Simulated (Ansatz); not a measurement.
InSn₆⁺. Charge 1, multiplicity 1. Geometry B3LYP-D4/def2-SVP.

```csv
atom,x (Å),y (Å),z (Å)
In1,2.895,0.976,2.228
Sn2,1.410,1.302,-0.731
Sn3,-1.202,0.358,-2.561
Sn4,0.521,-1.500,-0.945
Sn5,-2.388,-1.552,-0.192
Sn6,0.110,-0.803,1.886
Sn7,-1.345,1.219,0.315
```

In the def2 sets In, Sn take a core potential, while STO-3G treats all electrons; there is no spin–orbit coupling. LC-ωPBE has ω = 0.4 bohr⁻¹. The restricted singlet is unstable towards broken spin symmetry in Hartree–Fock (as tested in another run); at HF/STO-3G, PBE-D4/def2-TZVP, r2SCAN-D4/def2-TZVP, LC-ωPBE/def2-TZVP this wasn't settled. The structure comes from a short search, and lower isomers may exist.

Question: Estimate the orbital energies around the gap (eV) in Ansatz with HF/STO-3G, PBE-D4/def2-SVP, PBE-D4/def2-TZVP, r2SCAN-D4/def2-TZVP, LC-ωPBE/def2-TZVP.

Answer: 
| orbital | HF/STO-3G | PBE-D4/def2-SVP | PBE-D4/def2-TZVP | r2SCAN-D4/def2-TZVP | LC-ωPBE/def2-TZVP |
| --- | --- | --- | --- | --- | --- |
| HOMO−9 | -14.72 | -14.24 | -14.13 | -14.52 | -18.39 |
| HOMO−8 | -12.11 | -13.06 | -12.99 | -13.27 | -16.71 |
| HOMO−7 | -11.58 | -12.77 | -12.69 | -12.98 | -16.41 |
| HOMO−6 | -9.52 | -11.79 | -11.72 | -11.94 | -14.82 |
| HOMO−5 | -8.68 | -9.22 | -9.15 | -9.40 | -11.65 |
| HOMO−4 | -8.61 | -9.09 | -9.01 | -9.25 | -11.47 |
| HOMO−3 | -7.73 | -9.06 | -8.98 | -9.21 | -11.43 |
| HOMO−2 | -7.49 | -8.90 | -8.82 | -9.04 | -11.30 |
| HOMO−1 | -7.22 | -8.80 | -8.73 | -8.96 | -11.09 |
| HOMO | -7.04 | -8.45 | -8.39 | -8.60 | -10.93 |
| LUMO | -0.83 | -7.10 | -7.05 | -7.08 | -4.96 |
| LUMO+1 | -0.60 | -6.80 | -6.75 | -6.77 | -4.74 |
| LUMO+2 | -0.55 | -6.70 | -6.64 | -6.66 | -4.68 |
| LUMO+3 | 0.30 | -6.37 | -6.32 | -6.32 | -4.15 |
| LUMO+4 | 1.41 | -6.18 | -6.14 | -6.03 | -3.73 |
| LUMO+5 | 1.67 | -5.80 | -5.76 | -5.65 | -3.49 |
